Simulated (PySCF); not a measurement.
C4H10OSi.
Numbering: `[CH2:1]=[CH:2][CH2:3][SiH2:4][O:5][CH3:6]` (hydrogens: H7, H8 on C1; H9 on C2; H10, H11 on C3; H12, H13 on Si4; H14, H15, H16 on C6)

Geometry (PBE0-D3(BJ)/def2-SVP, Å), atoms numbered from 1 in this order:
```xyz
16
C4H10OSi angstrom
C     -2.9015    0.4493    0.6183
C     -1.7026    0.0283    1.0280
C     -0.9419   -1.1211    0.4538
Si     0.5942   -0.5667   -0.4731
O      1.5396    0.2375    0.6393
C      2.7495    0.8729    0.3453
H     -3.4446   -0.0617   -0.1837
H     -3.3838    1.3192    1.0713
H     -1.1948    0.5770    1.8307
H     -1.5661   -1.7141   -0.2362
H     -0.5966   -1.8026    1.2517
H      1.3340   -1.7475   -1.0279
H      0.2406    0.3452   -1.6076
H      3.5054    0.1693   -0.0514
H      2.6232    1.6874   -0.3924
H      3.1534    1.3148    1.2692
```

The calculation used core-valence-separated Tamm–Dancoff BHandHLYP/aug-pcX-1 (pcseg-1 on H, def2-SVPD on Si) in PySCF, non-relativistic, gas phase, PBE0-D3(BJ)/def2-SVP geometry. BHandHLYP without relativity tends to put these K edges a few eV too low, so spacings mean more than positions.

The lowest roots of each edge with f over 0.003 (five at most, numbered afresh; weaker and dark ones are left out), with transition dipoles (au) in the frame of the coordinates:

| root | edge | E (eV) | μx | μy | μz |
| --- | --- | --- | --- | --- | --- |
| 1 | C | 282.65 | -0.0387 | -0.0531 | 0.0611 |
| 2 | C | 282.83 | 0.0412 | 0.0592 | -0.0648 |
| 3 | C | 285.36 | -0.0020 | 0.0204 | -0.0063 |
| 4 | C | 285.57 | -0.0328 | 0.0131 | -0.0080 |
| 5 | C | 285.59 | -0.0046 | -0.0354 | -0.0138 |
| 6 | O | 532.71 | 0.0018 | -0.0042 | -0.0253 |
| 7 | O | 533.73 | 0.0280 | 0.0116 | -0.0110 |
| 8 | O | 533.84 | 0.0080 | 0.0074 | 0.0226 |
| 9 | O | 534.30 | 0.0096 | -0.0212 | 0.0031 |
| 10 | O | 534.64 | 0.0272 | 0.0188 | 0.0075 |

Q: What are the oscillator strengths?

A: f = (2/3) ΔE |μ|², with ΔE in hartree (27.2114 eV):

```tsv
root	ΔE (Eh)	|μ|² (au)	f	core hole on
1	10.3872	0.008051	0.056	C1
2	10.3938	0.009401	0.065	C2
3	10.4867	0.000460	0.003	C3
4	10.4946	0.001311	0.009	C1
5	10.4951	0.001465	0.010	C3
6	19.5766	0.000661	0.009	O5
7	19.6141	0.001040	0.014	O5
8	19.6184	0.000630	0.008	O5
9	19.6352	0.000551	0.007	O5
10	19.6478	0.001150	0.015	O5
```

Q: Molecules are fixed in this frame and the field points along y. What effective strengths 3 f cos²θ do the roots have (θ between field and μ)?

A: root 1 (C1): 0.059, root 2 (C2): 0.073, root 3 (C3): 0.009, root 4 (C1): 0.004, root 5 (C3): 0.026, root 6 (O5): 0.001, root 7 (O5): 0.005, root 8 (O5): 0.002, root 9 (O5): 0.018, root 10 (O5): 0.014. Root 2 is the strongest. Averaged over all orientations cos²θ is 1/3, which gives f back.

One conformer stands for the species.
